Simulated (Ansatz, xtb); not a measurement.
**Relative energy of two structures of C3H8BNO**

We compare X, a singlet given by its coordinates, with Y, a singlet given by its coordinates. Both are isolated molecules in the gas phase, relaxed with r2SCAN-D4/def2-SVP.

X (Å):

```yaml
atoms:
  - { symbol: C, position_ang: [-0.1300, -1.1039, -1.2186] }
  - { symbol: C, position_ang: [0.8558, 0.0571, -1.2573] }
  - { symbol: C, position_ang: [1.0768, -1.9437, -0.8187] }
  - { symbol: B, position_ang: [-1.6858, -1.2480, -1.0912] }
  - { symbol: N, position_ang: [-0.8600, -1.4607, -2.4779] }
  - { symbol: O, position_ang: [1.9625, -0.8194, -0.9750] }
  - { symbol: H, position_ang: [-2.3627, -0.2440, -1.1113] }
  - { symbol: H, position_ang: [-2.1367, -2.2873, -0.6633] }
  - { symbol: H, position_ang: [-0.6911, -2.3947, -2.8488] }
  - { symbol: H, position_ang: [-0.8730, -0.7509, -3.2090] }
  - { symbol: H, position_ang: [0.7101, 0.8114, -0.4617] }
  - { symbol: H, position_ang: [0.9617, 0.5824, -2.2282] }
  - { symbol: H, position_ang: [1.3340, -2.7886, -1.4892] }
  - { symbol: H, position_ang: [1.0553, -2.3135, 0.2234] }
```

Close contacts (Å): C1–C2 1.52, C1–C3 1.52, C1–B4 1.57, C1–N5 1.50, C2–O6 1.44, C3–O6 1.44, B4–N5 1.63, C2–H11 1.11, C2–H12 1.11, C3–H13 1.11, C3–H14 1.11, B4–H7 1.21, B4–H8 1.21, N5–H9 1.02, N5–H10 1.02.

Y (Å):

```xyz
14

C    -1.5251   -0.1081   -0.7642
C    -1.3517   -1.5622   -0.3360
C    -0.8931   -0.9486    0.9964
B    -1.7693    0.6840   -2.0825
N    -2.9511    0.3978   -0.9838
O    -0.9565    0.3822    0.4357
H    -1.9316    0.0526   -3.1033
H    -1.4618    1.8524   -2.1188
H    -3.2155    1.1414   -0.3394
H    -3.6899   -0.2883   -1.1291
H    -2.2565   -2.1896   -0.3178
H    -0.5610   -2.0840   -0.8944
H     0.1272   -1.1986    1.3310
H    -1.5916   -1.0743    1.8451
```

Close contacts (Å): C1–C2 1.53, C1–B4 1.56, C1–N5 1.53, C1–O6 1.42, C2–C3 1.54, C3–O6 1.45, B4–N5 1.64, C2–H11 1.10, C2–H12 1.10, C3–H13 1.10, C3–H14 1.11, B4–H7 1.21, B4–H8 1.21, N5–H9 1.02, N5–H10 1.02.

Energies in hartree; the thermal terms are from GFN2-xTB frequencies at re-optimised GFN2-xTB minima (ideal gas, soft modes damped towards free rotors, one conformer each, 298.15 K, 1 atm) and include the zero-point energy:

```
                              X           Y
E, CCSD(T)/def2-SVP  −272.925653  −272.933787
    E, MP2/def2-SVP  −272.840016  −272.848259
  E, MP2/def2-TZVPP  −273.353174  −273.360767
  zero-point energy     0.113616     0.113691
       H(298 K) − E     0.120450     0.120529
       G(298 K) − E     0.084521     0.084639
```

Question: Correct the CCSD(T) difference for the basis set by the MP2 change, then work out ΔE, ΔE₀, ΔH and ΔG for X → Y in kcal/mol (1 Eh = 627.51 kcal/mol) and the equilibrium ratio [Y]/[X].

Answer: 1. Differences Y − X: CCSD(T) −0.008134, MP2 in the small set −0.008243, MP2 in the large set −0.007593 Eh.
2. ΔE = −0.008134 + (−0.007593 − (−0.008243)) = −0.007484 Eh = −4.70 kcal/mol.
3. ΔE₀ = ΔE + ΔZPE = −0.007484 + (+0.000075) Eh = −4.65 kcal/mol.
4. ΔH = ΔE + (+0.000079) Eh = −4.65 kcal/mol.
5. ΔG = ΔE + (+0.000118) Eh = −4.62 kcal/mol, so ΔS = (ΔH − ΔG)/T = −0.3 J/(mol K).
6. kT = 0.9442 mEh, so K = [Y]/[X] = exp(−ΔG/kT) = exp(+7.80) ≈ 2.4 × 10^3.

Structure Y is favoured at this temperature. An error of 1 kcal/mol in ΔG would change K by a factor of 5.4. Mirror images and further conformers aren't counted.

Other levels gave ΔE = −3.8 (GFN2-xTB); −6.1 (HF/STO-3G, GFN2-xTB geometries); −5.2 (r2SCAN-D4/def2-SVP//GFN2-xTB); −5.7 (r2SCAN-D4/def2-SVP); −4.2 (HF/def2-SVP); −5.2 (MP2/def2-SVP); −5.1 (CCSD(T)/def2-SVP) kcal/mol. The correlated steps freeze 6 core orbitals. Programs: Ansatz 0.2.0, xtb 6.7.1.
